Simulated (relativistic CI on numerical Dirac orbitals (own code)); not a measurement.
Sensitivity of the levels of Bi⁴¹⁺ to α and to the nuclear radius

Computed by Dirac-Coulomb-Breit CI, separate exchange-only KLI orbitals for each configuration, derivatives by finite differences, unscaled Slater integrals, QED left out (own radial code, finite nucleus).

Configuration list (outside the closed core [Ar] 3d10): 4s2.4p6.4d6, 4s2.4p6.4d5.4f, 4s2.4p4.4d8, 4s.4p6.4d7, 4p6.4d8, 4s2.4p6.4d5.5s, 4s2.4p6.4d4.5s2, 4s.4p6.4d6.5s. Levels of other configurations are missing.

With x = (α/α₀)² − 1 an excitation energy changes as ω = ω₀ + qx; K = 2q/ω₀ is the relative enhancement. Terms are leading LS components, so labels can repeat. The field-shift factor is F = δν/δ⟨r²⟩ for the transition from the lowest level.

Lowest level 4s2.4p6.4d6 3F_4.

```tsv
Level	ω₀ (cm⁻¹)	q (cm⁻¹)	F (GHz/fm²)
4s2.4p6.4d6 3P_2	25855	2731	-1.23
4s2.4p6.4d6 3P_0	90137	18420	1.1
4s2.4p6.4d6 5D_3	233042	270300	11.6
4s2.4p6.4d6 5D_4	241506	260700	11.8
4s2.4p6.4d6 5D_1	249157	271400	11.4
4s2.4p6.4d6 3G_5	275790	261300	12.1
4s2.4p6.4d6 3H_6	279490	260700	12.5
4s2.4p6.4d6 3F_2	294960	265400	10.2
4s2.4p6.4d6 3D_3	302561	266900	11.7
4s2.4p6.4d6 3P_0	334594	259300	10.9
4s2.4p6.4d6 3P_1	351118	272500	11.9
4s2.4p6.4d6 3D_2	353495	279800	12.5
4s2.4p6.4d6 1G_4	354966	272000	12.8
```

At this charge energies of transitions that change n are usually good to better than 1 %, and those within a shell (Δn = 0) to a few per cent.

Q: Which transition from the lowest level has the largest |K|?

A: 4s2.4p6.4d6 5D_3 at 233042 cm⁻¹, K = 2.32.
